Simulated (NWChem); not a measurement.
System: C3H6OSi; SMILES C#C[SiH2]OC

Here is an NWChem input.

```
start job
memory heap 200 mb stack 900 mb global 1100 mb
geometry units angstroms
  Si     0.083884     0.824744     0.404047
  C      1.434469    -0.432824     0.186453
  C      2.287296    -1.265580     0.028565
  O     -1.218690     0.465510    -0.495753
  C     -2.006700    -0.682379    -0.501201
  H      0.425998     2.109879    -0.184649
  H     -0.227532     0.836956     1.839836
  H      3.041128    -1.988031    -0.105816
  H     -2.765593    -0.568437    -1.276825
  H     -2.500342    -0.822558     0.464396
  H     -1.403174    -1.568294    -0.715967
end
basis spherical
  * library def2-svp
end
dft
  xc xpbe96 cpbe96
  disp vdw 4
  iterations 150
end
driver
  maxiter 120
end
task dft optimize
task dft freq
```

Output (shortened):

```
             Northwest Computational Chemistry Package (NWChem) 7.3.0
             --------------------------------------------------------

 C1  symmetry detected

                             Geometry "geometry" -> ""
                             -------------------------

 Output coordinates in angstroms (scale by  1.889725989 to convert to a.u.)

  No.       Tag          Charge          X              Y              Z
 ---- ---------------- ---------- -------------- -------------- --------------
    1 Si                  14.0000     0.94226478    -0.01126521    -0.08433512
    2 C                    6.0000    -0.08091938     1.53718925     0.00669901
    3 C                    6.0000    -0.76986115     2.52052031     0.07107561
    4 O                    8.0000     0.09053410    -1.31838418     0.36442199
    5 C                    6.0000    -1.09722856    -1.82702896    -0.15436406
    6 H                    1.0000     1.97942499    -0.04842477     0.93453426
    7 H                    1.0000     1.40334100    -0.10808297    -1.47597234
    8 H                    1.0000    -1.36442663     3.38745209     0.12744538
    9 H                    1.0000    -1.38218626    -2.69579043     0.44107406
   10 H                    1.0000    -0.96940991    -2.13372786    -1.19614538
   11 H                    1.0000    -1.89466843    -1.08072332    -0.10608359

 Effective nuclear repulsion energy (a.u.)     206.3600630401

                                Z-matrix (autoz)
                                --------

 Units are Angstrom for bonds and degrees for angles

      Type          Name      I     J     K     L     M      Value
      ----------- --------  ----- ----- ----- ----- ----- ----------
    1 Stretch                  1     2                       1.85820
    2 Stretch                  1     4                       1.62339
    3 Stretch                  1     6                       1.45436
    4 Stretch                  1     7                       1.46922
    5 Stretch                  2     3                       1.20238
    6 Stretch                  3     8                       1.05274
    7 Stretch                  4     5                       1.39235
    8 Stretch                  5     9                       1.09110
    9 Stretch                  5    10                       1.09349
   10 Stretch                  5    11                       1.09326
   11 Bend                     1     4     5               129.69611
   12 Bend                     2     1     4               111.62468
   13 Bend                     2     1     6               112.31177
   14 Bend                     2     1     7               105.90941
   15 Bend                     3     1     4               111.01160
   16 Bend                     3     1     6               112.61484
   17 Bend                     3     1     7               106.15220
   18 Bend                     4     1     6                99.20258
   19 Bend                     4     1     7               111.92710
   20 Bend                     4     5     9               108.07904
   21 Bend                     4     5    10               110.96066
   22 Bend                     4     5    11               110.87952
   23 Bend                     6     1     7               115.98159
   24 Bend                     8     1     4               110.90789
   25 Bend                     8     1     6               112.64291
   26 Bend                     8     1     7               106.21391
   27 Bend                     9     5    10               109.09429
   28 Bend                     9     5    11               109.20447
   29 Bend                    10     5    11               108.59054
   30 Torsion                  1     4     5     9        -177.52748
   31 Torsion                  1     4     5    10          62.89826
   32 Torsion                  1     4     5    11         -57.86649
   33 Torsion                  2     1     4     5          57.67935
   34 Torsion                  1     4     2     3         179.55085
   35 Torsion                  5     4     1     6         176.23030
   36 Torsion                  5     4     1     7         -60.83935
   37 Torsion                  1     6     2     3         177.10649
   38 Torsion                  1     7     2     3        -177.21164
   39 Torsion                  1     4     3     8        -179.91759
   40 Torsion                  5     4     1     8          57.58487
   41 Torsion                  1     6     3     8         178.86897
   42 Torsion                  1     7     3     8        -179.12270

  pbe96 is a nonlocal functional; adding pw91lda local functional.

                           NWChem Geometry Optimization
                           ----------------------------

 maximum gradient threshold         (gmax) =   0.000450
 rms gradient threshold             (grms) =   0.000300
 maximum cartesian step threshold   (xmax) =   0.001800
 rms cartesian step threshold       (xrms) =   0.001200
 fixed trust radius                (trust) =   0.300000
 source of zmatrix                         =   autoz

          -------------------
          Energy Minimization
          -------------------

 Using diagonal initial Hessian
 Scaling for Hessian diagonals: bonds = 1.00  angles = 0.25  torsions = 0.10

          --------
          Step   0

                                 NWChem DFT Module
                                 -----------------

[...]

      ----------------------
      Optimization converged
      ----------------------

  Step       Energy      Delta E   Gmax     Grms     Xrms     Xmax
  ---- ---------------- -------- -------- -------- -------- --------
@   10    -481.97926747 -3.5D-07  0.00005  0.00001  0.00031  0.00070
                                     ok       ok       ok       ok

                                Z-matrix (autoz)
                                --------

 Units are Angstrom for bonds and degrees for angles

[...]

 Rotational Constants
 --------------------
 A=   0.232373 cm-1  (  0.334326 K)
 B=   0.084090 cm-1  (  0.120983 K)
 C=   0.065723 cm-1  (  0.094558 K)

 Temperature                      =   298.15K
 frequency scaling parameter      =   1.0000

 Zero-Point correction to Energy  =   47.916 kcal/mol  (  0.076359 au)
 Thermal correction to Energy     =   52.496 kcal/mol  (  0.083658 au)
 Thermal correction to Enthalpy   =   53.089 kcal/mol  (  0.084602 au)

 Total Entropy                    =   83.436 cal/mol-K
   - Translational                =   39.251 cal/mol-K (mol. weight =  86.0188)
   - Rotational                   =   26.620 cal/mol-K (symmetry #  =        1)
   - Vibrational                  =   17.564 cal/mol-K

 Cv (constant volume heat capacity) =   24.134 cal/mol-K
   - Translational                  =    2.979 cal/mol-K
   - Rotational                     =    2.979 cal/mol-K
   - Vibrational                    =   18.176 cal/mol-K

[normal modes left out]

 ----------------------------------------------------------------------------
 Normal Eigenvalue ||           Projected Infra Red Intensities
  Mode   [cm**-1]  || [atomic units] [(debye/angs)**2] [(KM/mol)] [arbitrary]
 ------ ---------- || -------------- ----------------- ---------- -----------
    1       -0.000 ||    0.000440           0.010         0.429       0.104
    2       -0.000 ||    0.000371           0.009         0.362       0.088
    3        0.000 ||    0.000396           0.009         0.386       0.094
    4        0.000 ||    0.000123           0.003         0.120       0.029
    5        0.000 ||    0.000125           0.003         0.122       0.030
    6        0.000 ||    0.000026           0.001         0.026       0.006
    7       72.349 ||    0.001600           0.037         1.560       0.380
    8      107.527 ||    0.000067           0.002         0.066       0.016
    9      147.312 ||    0.002681           0.062         2.614       0.636
   10      213.247 ||    0.008847           0.204         8.625       2.100
   11      223.692 ||    0.006314           0.146         6.156       1.499
   12      376.581 ||    0.024775           0.572        24.152       5.879
   13      609.534 ||    0.047915           1.105        46.710      11.371
   14      634.204 ||    0.075073           1.732        73.185      17.816
   15      691.229 ||    0.037995           0.877        37.039       9.017
   16      711.664 ||    0.024397           0.563        23.783       5.790
   17      724.255 ||    0.002238           0.052         2.182       0.531
   18      748.678 ||    0.022445           0.518        21.880       5.326
   19      877.175 ||    0.337910           7.796       329.411      80.191
   20      909.527 ||    0.121511           2.803       118.455      28.837
   21     1118.225 ||    0.159346           3.676       155.338      37.815
   22     1136.667 ||    0.000741           0.017         0.723       0.176
   23     1169.517 ||    0.077323           1.784        75.378      18.350
   24     1421.064 ||    0.003852           0.089         3.755       0.914
   25     1422.719 ||    0.000799           0.018         0.779       0.190
   26     1425.074 ||    0.012020           0.277        11.718       2.853
   27     2082.720 ||    0.038186           0.881        37.225       9.062
   28     2152.133 ||    0.114498           2.642       111.618      27.172
   29     2215.667 ||    0.092007           2.123        89.693      21.835
   30     2918.471 ||    0.066925           1.544        65.241      15.882
   31     2990.083 ||    0.035058           0.809        34.176       8.320
   32     3045.238 ||    0.026517           0.612        25.850       6.293
   33     3389.277 ||    0.048030           1.108        46.822      11.398
 ----------------------------------------------------------------------------
```

Level: PBE-D3(BJ)/def2-SVP.
